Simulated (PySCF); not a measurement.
## How methods differ on the excitation energy of Ba

Ba [Xe] 6s2 (1S) → Ba [Xe] 6s1 6p1 (3P), as a difference of total energies. Calculation: PySCF 2.14, in aug-cc-pVTZ-X2C; scalar relativity by spin-free X2C-1e. Correlated levels: valence: [Xe] frozen. The calculations carry no spin-orbit coupling.

```
           method  excitation energy (eV)
              UHF                   0.791
              LDA                   1.711
             PBE0                   1.439
           r2SCAN                   1.275
          r2SCAN0                   1.309
SCS-MP2 (valence)                   1.341
```

Question: Estimate what PBE gives.

Answer: 1.544 eV, closest to PBE0 among the rows shown.

Question: Estimate what MP2 (valence) gives.

Answer: 1.221 eV, closest to r2SCAN among the rows shown.

Errors of the correlated levels include the incompleteness of this basis and the frozen core.

For comparison: 1.622 eV (measured; NIST levels, between the centres of gravity of the two terms).
